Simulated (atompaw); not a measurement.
## oxygen (O): PAW (atompaw) pseudisation with PBE, scalar-relativistic reference atom.

* Element: O
* Generator: atompaw 4.2.0.5
* Type: PAW
* Functional: PBE
* Relativity: scalar-relativistic
* Frozen core: [He]
* Valence charge: 6
* Reference configuration: 2s2 2p4
* Partial waves: 2s (bound): rc 1.50 bohr; 2s channel at 1.15 Ry: rc 1.00 bohr; 2p (bound): rc 1.50 bohr; 2p channel at 0.8 Ry: rc 1.50 bohr
* Local potential: bessel scheme, radius 1.25 bohr
* Core correction: smooth core density matched at 0.95 bohr
* Augmentation charge: sinc compensation charge, radius 1.30 bohr; PAW radius 1.50 bohr; waves and projectors: custom rrkj gramschmidtortho

All-electron outer shells of the reference configuration (PBE, scalar-relativistic, ld1.x):

```csv
shell,level (eV),outermost node (bohr),outermost maximum (bohr)
1s,-514.70,–,0.13
2s,-23.96,0.28,0.87
2p,-9.03,–,0.82
```

Task: Estimate the cutoffs (Ry, on a coarse ladder) from which the occupation-weighted sum of valence levels, in a spherical-Bessel basis at the reference potential, stays within 10 and 1 mRy of its value at 400 Ry.

Result: 30 Ry and 50 Ry.

Task: Does the potential have ghost states?

Result: No extra level below or beside the all-electron valence levels (s, p, d, f tested).

Task: Is the overlap operator S = 1 + Σ q|β⟩⟨β| positive definite (Bessel basis up to 400 Ry)?

Result: Yes: its lowest eigenvalue is 0.59 (s channel).

Task: Which valence shell sets the plane-wave cutoff?

Result: 2p: its level needs 35 Ry to come within 1 mRy, against 21 Ry for 2s.
